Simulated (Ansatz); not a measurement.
Geometry optimisation, Ansatz 0.2.0, RKS B3LYP/def2-SVP.

Input file:

```yaml
crystal:
  periodic: [false, false, false]
  atoms:
    - { symbol: Sn, position_ang: [-0.4441, 0.607, -1.6891] }
    - { symbol: Si, position_ang: [0.796, 0.2693, 0.945] }
    - { symbol: O, position_ang: [-0.7576, 0.146, 0.65] }
    - { symbol: H, position_ang: [-0.3929, -0.972, 0.1733] }
    - { symbol: Cl, position_ang: [-2.7603, 0.8398, -2.0758] }
    - { symbol: Cl, position_ang: [-0.3836, -1.9067, -1.1707] }
    - { symbol: H, position_ang: [1.0578, 1.697, 1.1933] }
    - { symbol: H, position_ang: [1.0984, -0.5859, 2.0925] }
    - { symbol: H, position_ang: [1.7864, -0.0945, -0.1184] }
basis:
  gaussian: { orbitals: def2-SVP }
hamiltonian:
  xc: b3lyp
relax:
  f_tol: 0.15
  max_steps: 25
  restrain:
    - { distance: [3, 1], at: 1.42, k: 30.0 }
    - { distance: [0, 1], at: 3.8, k: 30.0 }
    - { distance: [3, 2], at: 2.27, k: 30.0 }
output:
  orbitals: {}
```

Launched with:

```bash
$ ansatz run input.yaml --threads 2 --pin off --max-ram 3072MiB --backend cpu --events-out ev --progress --plain --runs-dir out
```

Problem. Where does it end, and by what steps?

Solution. The forces met the threshold. The restraints hold the end off the free minimum. After 15 steps the energy has risen by 0.238 eV (the restraints' own energy left out); H4 moved furthest, 1.44 Å. Joined: Si2–H4 (1.88 → 1.54 Å), H4–H9 (2.37 → 0.80 Å).

```csv
step,energy less start (eV),largest force component (eV/Å),accepted
0,0.0000,4.399,yes
1,0.8517,4.243,yes
2,2.2933,6.266,yes
3,3.1470,6.524,yes
4,2.9419,5.531,yes
5,2.3848,4.638,yes
6,1.7598,3.898,yes
7,1.2578,3.449,yes
8,0.7808,3.098,yes
9,0.5392,2.833,yes
10,0.4016,2.454,yes
11,0.4346,2.542,yes
12,0.3395,2.611,yes
13,0.2884,2.619,yes
14,0.2427,2.508,yes
15,0.2377,2.749,yes
```

```xyz
9
Properties=species:S:1:pos:R:3
Sn -1.184 0.671 -2.284
Si 0.536 0.439 1.060
O -0.178 1.137 -0.171
H 1.026 -0.743 0.209
Cl -3.386 0.210 -1.343
Cl -0.067 -1.564 -1.775
H 1.728 1.067 1.683
H -0.197 -0.405 2.035
H 1.723 -0.810 0.587
```

Run time: 48 s on 2 threads of AMD EPYC 9R14 (Zen 4), on a shared host, peak memory 0.35 GiB.
